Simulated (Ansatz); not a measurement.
Input and output for C2H5BFI, SMILES `CB(F)CI`.

```yaml
crystal:
  periodic: [false, false, false]
  atoms:
    - {symbol: C, position_ang: [1.060587, -0.184258, 0.919333]}
    - {symbol: B, position_ang: [0.271979, -0.305916, -0.420221]}
    - {symbol: F, position_ang: [0.907929, -0.766332, -1.499054]}
    - {symbol: C, position_ang: [-1.245541, 0.042247, -0.594681]}
    - {symbol: I, position_ang: [-1.100099, 2.152414, -1.022322]}
    - {symbol: H, position_ang: [2.089902, 0.143641, 0.758415]}
    - {symbol: H, position_ang: [1.119834, -1.183253, 1.371014]}
    - {symbol: H, position_ang: [0.582915, 0.473571, 1.646517]}
    - {symbol: H, position_ang: [-1.861489, -0.022865, 0.298406]}
    - {symbol: H, position_ang: [-1.743016, -0.400449, -1.454308]}
basis:
  gaussian: {orbitals: def2-mTZVP, nuclear_model: gaussian}
hamiltonian: {xc: {name: B2GP-PLYP}, pseudopotentials: {relativity: none}}
output: {forces: true}
```

```sh
$ ansatz run in.yaml --threads 4 --pin off --events-out ev --progress --plain --max-ram 10444MiB
```

Shortened log:

```
Functional definition: B2GP-PLYP
1187 factors; integrals over basis functions are off by at most 1.0e-3 eV
mean field evaluation 1: about -13622.7293 eV, gradient 4.6e1 eV
mean field evaluation 2: about -13622.8558 eV, gradient 4.6e1 eV
mean field evaluation 4: about -13627.2235 eV, gradient 3.7e0 eV
mean field evaluation 8: about -13627.2571 eV, gradient 2.3e-1 eV
mean field evaluation 16: about -13627.2572 eV, gradient 1.6e-4 eV
mean field -13627.25724404 eV, -500.7924668319 hartree, gradient 3.6e-6 eV, S^2 0.000000; 0 other end points of the search recorded, 0 dependent functions left out
8 core orbitals not correlated: weight in the atoms' cores, before any rotation towards them, 1.000 or more for the frozen orbitals, at most 0.000 for the correlated occupied ones
reference -13627.25736966 eV, -500.7924714483 hartree; 20, 20 occupied and 99, 99 virtual orbitals, 1187 factors
second order -22.01505940 eV of doubles, -0.00000000 eV of singles
Total energy: -13635.18279105 eV, -501.0837253122 hartree
Atom 0 at     1.060587    -0.184258     0.919333 Å, force     0.043091    -0.047657     0.093657 eV/Å
Atom 1 at     0.271979    -0.305916    -0.420221 Å, force    -0.120565    -0.016119     0.174669 eV/Å
Atom 2 at     0.907929    -0.766332    -1.499054 Å, force     0.107734    -0.082326    -0.177557 eV/Å
Atom 3 at    -1.245541     0.042247    -0.594681 Å, force    -0.102233    -0.269833     0.066339 eV/Å
Atom 4 at    -1.100099     2.152414    -1.022322 Å, force    -0.044322     0.420108    -0.099639 eV/Å
Atom 5 at     2.089902     0.143641     0.758415 Å, force    -0.126749    -0.024093     0.037998 eV/Å
Atom 6 at     1.119834    -1.183253     1.371014 Å, force     0.011440     0.120426    -0.022724 eV/Å
Atom 7 at     0.582915     0.473571     1.646517 Å, force     0.077985    -0.080091    -0.086070 eV/Å
Atom 8 at    -1.861489    -0.022865     0.298406 Å, force     0.085766    -0.042740    -0.140024 eV/Å
Atom 9 at    -1.743016    -0.400449    -1.454308 Å, force     0.067851     0.022325     0.153351 eV/Å
Dipole moment:    -0.168329    -0.183899     0.288368 e Å
```

Hardware: 4 threads of an INTEL XEON PLATINUM 8581C on a shared host. Wall time 3 s, peak host memory 0.49 GiB.
